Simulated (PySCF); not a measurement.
A structure optimised at ωB97X-D3(BJ)/def2-SVP, used in a PySCF frequency run:

```xyz
11

F     -2.8968    -1.5275    -0.1524
Si    -1.9309    -0.2223     0.0161
C     -0.1573    -0.8658     0.0723
C      0.8359     0.1675    -0.4131
Cl     2.5164    -0.3821    -0.2351
Cl     0.5871     1.7033     0.4720
H     -2.3258     0.4655     1.2677
H     -2.1213     0.6426    -1.1783
H     -0.0768    -1.7683    -0.5560
H      0.0993    -1.1582     1.1032
H      0.6969     0.4074    -1.4743
```
Charge 0, spin multiplicity 1.

Write its SMILES and formula.

F[SiH2]CC(Cl)Cl, C2H5Cl2FSi

What are its rotational constants (standard atomic weights)?

3.1243, 0.90940, 0.72482 GHz
